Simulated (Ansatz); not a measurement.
`O=CCB(F)F` and `FB(F)[CH2][SbH2]` differ in one atom or group.

Ansatz, PBE0-D4/def2-TZVP geometries, multiplicity 1. Each molecule was computed in one conformer, which needn't be the lowest.

Elements past krypton have def2 core potentials.  Spin–orbit coupling is left out; it splits and shifts lone-pair levels of the heavy atoms by tenths of an eV.

```csv
property,`O=CCB(F)F`
size of the dipole moment (ωB97M-V/def2-TZVPP) / D,2.32
HOMO energy (PBE/def2-TZVPP) / eV,-6.16
LUMO energy (B3LYP/def2-TZVPP) / eV,-1.25
HOMO energy (PBE0/def2-TZVPP) / eV,-7.79
HOMO–LUMO gap (PBE/def2-TZVPP) / eV,4.03
size of the dipole moment (B3LYP/def2-TZVPP) / D,2.31
```

Give the same properties after the change, and the shifts. (An estimate is asked.)

The calculation gave: 
```
                                          property  `FB(F)[CH2][SbH2]`  shift
size of the dipole moment (ωB97M-V/def2-TZVPP) / D                2.19  -0.13
                 HOMO energy (PBE/def2-TZVPP) / eV               -6.47  -0.31
               LUMO energy (B3LYP/def2-TZVPP) / eV               -1.11   0.14
                HOMO energy (PBE0/def2-TZVPP) / eV               -7.50   0.29
               HOMO–LUMO gap (PBE/def2-TZVPP) / eV                4.82   0.79
  size of the dipole moment (B3LYP/def2-TZVPP) / D                2.31   0.00
```

With PBE0 the HOMO rises by 0.29 eV and the LUMO rises by 0.08 eV, so the gap narrows by about 0.21 eV. PBE moves the HOMO by -0.31 eV and ωB97M-V by 0.62 eV. Dipoles are sizes alone; their direction can turn.

B3LYP here is the variant with VWN-RPA as its local correlation; programs differ in this.
